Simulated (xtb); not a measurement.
BCl, singlet, from a rough starting geometry.

xtb was given this input:
```
$ xtb mol.xyz --gfn 2 --opt vtight --json

# file mol.xyz
2

B     -0.49619476    -0.47569955    -0.45028855
Cl     0.49592384     0.44779156     0.40812273
```

Problem. What HOMO-LUMO gap does GFN2-xTB in xtb give?

Solution. 2.90 eV

Problem. Predict the dipole moment from GFN2-xTB.

Solution. 2.79 D

Problem. What is the computed total energy at the end of the optimisation (GFN2-xTB)?

Solution. -5.703915 Ha
